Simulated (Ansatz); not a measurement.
Total energies of the cluster LaCl3 (the lowest singlet isomer of a short search) from Ansatz at PBE-D4/def2-TZVP, gas phase (1 Eh = 27.2114 eV = 2625.5 kJ/mol). The reference geometry is relaxed at PBE0-D4/def2-SVP.

```xyz
4

La    0.236    0.142   -0.053
Cl   -1.326    1.376   -1.728
Cl    0.014    0.718    2.474
Cl    1.076   -2.236   -0.693
```

```tsv
state	geometry	energy (Eh)
charge 0 singlet	reference	-1411.94523
charge 1 doublet	reference	-1411.57322
charge 1 doublet	relaxed at PBE0-D4/def2-SVP	-1411.58868
charge 0 triplet	relaxed at PBE0-D4/def2-SVP	-1411.79303
charge 0 quintet	relaxed at PBE0-D4/def2-SVP	-1411.63082
```

In the def2 sets La takes a core potential; there is no spin–orbit coupling.

Q: Work out the vertical ionisation energy to the doublet.

A: E(charge 1 doublet) − E(charge 0 singlet) = -1411.57322 − (-1411.94523) = 0.37201 Eh = 10.12 eV. For comparison, −ε of the highest occupied level is 7.54 eV at this level, 2.58 eV less.

Q: How much does the charge 1 doublet relax, and what is the adiabatic ionisation energy?

A: Relaxation: -1411.57322 − (-1411.58868) = 0.01546 Eh = 0.42 eV. Adiabatic ionisation energy: 0.35655 Eh = 9.70 eV, without zero-point energy. In the charge 1 doublet, Cl3 and Cl4 lie 2.69 Å apart (atoms count from 1), so these atoms are partly bonded to each other.

Q: Which of the charge 0 states is lowest, and how far above it are the others?

A: The singlet. triplet: -1411.79303 − (-1411.94523) = 0.15220 Eh = 399.6 kJ/mol; quintet: -1411.63082 − (-1411.94523) = 0.31441 Eh = 825.5 kJ/mol.

At PBE-D4/def2-TZVP the gap within one spin of the charge 1 doublet nearly closes, so an electron or hole may be smeared out by delocalisation error. At PBE-D4/def2-TZVP the gap within one spin of the charge 0 triplet nearly closes, so an electron or hole may be smeared out by delocalisation error. At PBE-D4/def2-TZVP the gap within one spin of the charge 0 quintet nearly closes, so an electron or hole may be smeared out by delocalisation error. 

The structure comes from a short search, and lower isomers may exist.
